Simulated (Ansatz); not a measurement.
YCl₃, SMILES [Cl][Y]([Cl])[Cl].

Geometry optimised at r2SCAN-D4/def2-SVP. The isomer is the one that the SMILES or the coordinates give; other isomers of the formula were not compared. The def2 effective core potentials stand for the cores of Y; spin–orbit coupling is left out.

Two levels are set side by side: PBE/def2-SVPD (Ansatz, a program for electronic structure) and PBE0/def2-SVPD (Ansatz). Energy differences of separate SCF runs at the same geometry; the states with an electron removed or added have multiplicity 2 and 2. Differences are taken from unrounded values.

```tsv
quantity	PBE0
vertical ionisation energy (eV)	11.09
vertical electron affinity (eV)	1.53
vertical singlet–triplet gap (eV)	4.95
```

Task: What does PBE give, and how far is it from PBE0? (The exact figures need the calculation; the answer reports its results.)

Result: 
| quantity | PBE | PBE minus PBE0 |
|---|---|---|
| vertical ionisation energy (eV) | 10.50 | -0.60 |
| vertical electron affinity (eV) | 1.53 | 0.00 |
| vertical singlet–triplet gap (eV) | 4.38 | -0.57 |
